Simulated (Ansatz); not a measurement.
`CSB(F)F`, relaxed with RKS PBE0-D4/def2-TZVP in the Gaussian-basis code of Ansatz from a PBE-D4/def2-SVP geometry. The force threshold is 0.005 eV/Å; the program also tests the step.

The species carries charge 0 and has multiplicity 1.

Start:

```xyz
8

C     0.758   -0.719   -0.690
S     0.765    0.140    0.930
B    -0.871    0.898    0.924
F    -1.258    1.637    1.963
F    -1.723    0.744   -0.094
H    -0.087   -1.429   -0.758
H     1.710   -1.277   -0.754
H     0.705    0.007   -1.522
```

Task: By how much does the energy fall, and how many steps does the optimiser take? (Best estimate.)

Result: Computed: 3.01 kJ/mol, in 4 steps, 1 of them rejected.

Task: Which bonds change most? (Best estimate.)

Result: Ansatz gave: C1–S2 from 1.834 to 1.812 Å; C1–H8 from 1.106 to 1.088 Å; C1–H6 from 1.105 to 1.088 Å; C1–H7 from 1.106 to 1.089 Å.

Task: Give the relaxed structure. (Best estimate.)

Result: Ansatz gave: 
```xyz
8

C     0.751   -0.719   -0.683
S     0.752    0.122    0.922
B    -0.864    0.893    0.912
F    -1.246    1.620    1.946
F    -1.707    0.766   -0.100
H    -0.065   -1.435   -0.745
H     1.700   -1.247   -0.755
H     0.678    0.000   -1.497
```
